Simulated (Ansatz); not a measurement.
Reaction (formal exchange of groups at the Si–O bond): `O[SiH](O)O[SiH](F)F` + `C[SiH](Cl)Cl` → `O[SiH](O)C[SiH](Cl)Cl` + `O[SiH](F)F`

Computed with Ansatz on PBE0-D4/def2-TZVP structures; ΔE is electronic, products minus reactants. CCSD(T)/CBS is the MP2 limit (def2-TZVPP, def2-QZVPP) plus CCSD(T) − MP2 in def2-TZVPP, frozen cores. This one scheme is used for every species. DFT in def2-TZVPP. Each species was taken in one conformer, which may not be the lowest.

```json
{"level": "PBE0", "ΔE (kcal/mol)": "26.7"}
{"level": "HF/def2-QZVPP", "ΔE (kcal/mol)": "35.6"}
```

What does CCSD(T)/CBS give? (Best estimate.)

Computed: +27.8 kcal/mol. The listed levels differ from it by -1.1, 7.8 kcal/mol.

Largest T1 diagnostic among the species: 0.012.

The D4 term adds −1.8 kcal/mol with B3LYP and −1.0 kcal/mol with PBE0; it sums over pairs of atoms, weighted by their polarisabilities, and B3LYP, whose exchange is more repulsive, gets the larger term. In def2-TZVPP, CCSD(T) changes the Hartree–Fock value by −7.2 kcal/mol (the triples alone add −1.1 kcal/mol) and MP2 by −7.7 kcal/mol. From PBE to PBE0 (25 % exact exchange), in def2-TZVPP and without D4, ΔE moves by +1.4 kcal/mol.

B3LYP here is the variant with VWN-RPA as its local correlation; programs differ in this.
